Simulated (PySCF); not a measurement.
**Spinor energies of V⁴⁺ (vanadium, charge +4)**

Start: [Ar] 3d1; 3d3/2 filled at m_j = +3/2. Calculated with PySCF 2.14 in x2c-TZVPall-2c (6s7p4d1f, 54 functions): generalised Hartree-Fock with the X2C-1e Hamiltonian and a Gaussian nucleus; one run each with spin-orbit coupling (SO) switched off, then screened by Boettger's factors.

| spinor shell | electrons | ε, spin-free (eV) | ε, screened SO (eV) | weight of nominal j (screened SO) | rms radius, screened SO (bohr) |
| --- | --- | --- | --- | --- | --- |
| 1s1/2 | 2 | -5576.7 | -5576.7 | 1.000 | 0.0768 |
| 2s1/2 | 2 | -715.22 | -715.19 | 1.000 | 0.332 |
| 2p1/2 | 2 | -603.64 | -608.84 | 1.000 | 0.301 |
| 2p3/2 | 4 | -603.64 | -601.05 | 1.000 | 0.303 |
| 3s1/2 | 2 | -141.31 | -141.30 | 1.000 | 0.988 |
| 3p1/2 | 2 | -107.58 | -109.17 | 0.854 | 1.04 |
| 3p3/2 | 4 | -107.58 | -106.77 | 0.927 | 1.05 |
| 3d3/2 | 1 | -65.364 | -65.411 | 0.982 | 1.18 |

```
   quantity   spin-free  screened SO
E (hartree)  -944.69527   -944.70568
        M_J         3/2          3/2
       ⟨J²⟩       4.190        3.841
       ⟨L²⟩       6.005        6.005
       ⟨S²⟩       0.751        0.752
```

Each row is a mean over spinors that exchange with the open shell spreads, by up to 5.420 eV (3p1/2).

Rows whose weight is well below 1 are mixtures of j = l ± 1/2: exchange outweighs spin-orbit coupling there, and the label is only the starting occupation.

⟨J²⟩ departs a little from M_J(M_J + 1) because the unrestricted spinors polarise the closed shells.

Without spin-orbit coupling the j labels of p, d and f shells carry no meaning; the spin-free column gives the mean over the occupied spinors of each nl shell, and its ⟨J²⟩ belongs to a mixture of degenerate components.
